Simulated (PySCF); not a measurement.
F2Sb (SMILES [F][Sb+][F]), charge +1, singlet, geometry from GFN2-xTB (core potentials on Sb). Base run: PBE/def2-SVP in PySCF.

Input for PySCF:
```python
from pyscf import gto, scf, dft

mol = gto.Mole()
mol.atom = '''
    Sb    0.30909700    0.14576016    0.11713826
    F    -1.01713081    0.56899201   -1.18080934
    F    -0.73441883   -1.39496627    0.51702590
'''
mol.basis = 'def2-svp'
mol.ecp = {'Sb': 'def2-svp'}
mol.charge = 1
mol.verbose = 4
mol.build()

mf = dft.RKS(mol)
mf.xc = 'pbe'
mf.kernel()
```

Each row names what was changed in the base input (with any setting that the change needs).

| change | ΔE vs base (µEh) | SCF cycles | outcome |
|---|---|---|---|
| base | 0.0 | 10 | converged |
| conv_tol = 1e-11 | 0.0 | 12 | converged |
| diis_space = 2 | - | 50 | not converged |
| diis = off; damp = 0.6 (with mf.diis_start_cycle = 200; with mf.max_cycle = 150) | 0.0 | 30 | converged |
| diis = off (with mf.max_cycle = 100) | - | 100 | not converged |
| init_guess = mod_huckel | 0.0 | 11 | converged |
| level_shift = 0.3 (with mf.max_cycle = 100) | 0.0 | 14 | converged |
| DIIS = ADIIS | 0.0 | 21 | converged |
| conv_tol = 1e-6 | 0.0 | 9 | converged |
| init_guess = 1e | 0.0 | 13 | converged |
| level_shift = 0.5 (with mf.max_cycle = 100) | 0.0 | 20 | converged |
| conv_tol = 1e-7 | 0.0 | 10 | converged |
| diis = off; damp = 0.3 (with mf.diis_start_cycle = 200; with mf.max_cycle = 150) | - | 150 | not converged |
